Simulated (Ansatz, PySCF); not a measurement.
Lewis adduct: GaH3 (SMILES [GaH3]) (first 4 atoms) with NH3 (SMILES N); geometry from B3LYP-D3(BJ)/def2-TZVP, rigid monomers moved along the line of their centres of mass till Ga1···N5 is 3.05 Å.
(charge 0, multiplicity 1):
```csv
atom,x (Å),y (Å),z (Å)
Ga,0.4703,-0.3679,0.7709
H,0.0872,-1.9012,0.8392
H,-0.2810,0.5411,-0.2834
H,1.9285,0.0557,1.2143
N,-1.0201,0.5560,3.2691
H,-2.0134,0.3698,3.1818
H,-0.6759,0.0704,4.0905
H,-0.8942,1.5524,3.4120
```

Counterpoise-corrected where a basis set is named; no monomer relaxation.

Correlated levels freeze the cores. Filled d and f shells under p-block atoms count as core. CBS: X⁻³ extrapolation of the correlation energy, Hartree–Fock from the larger set.

Run with Ansatz (a program for electronic structure) with Gaussian orbitals; PySCF for the dispersion terms. Values without a source in brackets are computed.

The comparison value is -516.8 meV (CCSD(T)/CBS(aug-cc-pVDZ, aug-cc-pVTZ)). It is a level with limits of its own, not the exact answer.

Problem. Order these levels by how close they come to the comparison value for the interaction energy, closest first: r2SCAN-D4/def2-TZVPPD, B3LYP-D3(BJ)/def2-TZVPPD, r2SCAN/def2-TZVPPD. Give each level's value less the comparison value.

Solution. B3LYP-D3(BJ)/def2-TZVPPD (3.9 meV), r2SCAN/def2-TZVPPD (-10.9 meV), r2SCAN-D4/def2-TZVPPD (-22.9 meV)
